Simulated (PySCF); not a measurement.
Germanium: a sound run and one with changed settings

Sound run: Ge [Ar] 3d10 4s2 4p2, Ge⁺ [Ar] 3d10 4s2 4p1. Computed with PySCF 2.14 in x2c-TZVPall (6s5p4d1f, 48 functions), with the spin-free X2C one-electron Hamiltonian (Gaussian nucleus). In the sound run the correlated levels freeze [Ar] 3d10. The sound run starts from symmetry-adapted Hartree-Fock orbitals and uses a fine grid where one is needed.

A second run was set up differently.

```tsv
species	method	sound run (hartree)	changed run (hartree)	converged
Ge	MP2	-2097.09748	-2097.38459	yes
Ge⁺	MP2	-2096.81237	-2097.09621	yes
```

Ionisation energy of Ge:

```tsv
method	sound run (eV)	changed run (eV)
UHF	7.414	7.414
MP2	7.758	7.847
SCS-MP2	7.684	7.742
```

(1) What was changed?
A. too few SCF iterations
B. basis contracted for another Hamiltonian
C. level shift left on
D. all electrons correlated in a valence basis

## Answers

(1) D. A valence basis has no tight correlating functions, so it recovers only part of the core correlation, and not evenly between atom and ion.
